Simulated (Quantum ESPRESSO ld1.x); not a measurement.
Values are calculated unless marked as measured or tabulated.
One sound ld1.x (Quantum ESPRESSO 7.5) input for the arsenic ion As3+ gives E = -2255.7134 hartree in 32 iterations:

```
 &input
    zed=33.0,
    iswitch=1,
    rel=1,
    lsd=1,
    dft='PW',
    config='[Ar] 3d10 4s2',
    verbosity='high',
    prefix='ld1',
    max_out_wfc=37,
    file_charge='ld1.rho',
 /
```

Changed or added lines, one case at a time, and what came of them:

- tr2=1e-30: usable despite the warning. The threshold lies below the rounding noise, so the cycle runs to its limit and warns, but the energy differs from the sound run by less than 1e-5 hartree.
- dft='LDA+U': refused. The program stops in set_dft_from_name with "LDA+U: unrecognized dft": the name is not a functional that the program knows.
- dft='SCAN': refused. The program stops in set_dft_from_name with "libxc needed for this functional": this build has no Libxc.
- atom='As': harmless. atom and zed name the same element, and the result equals that of the sound run.
- dx=0.002: refused. The program stops in do_mesh with "ndmx is too small": the mesh holds 3500 points at most, so dx, xmin and rmax must fit that.
- rmax=3.0: inaccurate. The mesh cuts the orbital tails; the run ends without a warning, but the energy is off by +0.02424 hartree against the default mesh.
- iswitch=0: refused. The program stops in ld1_readin with "wrong iswitch": iswitch takes 1 to 4.
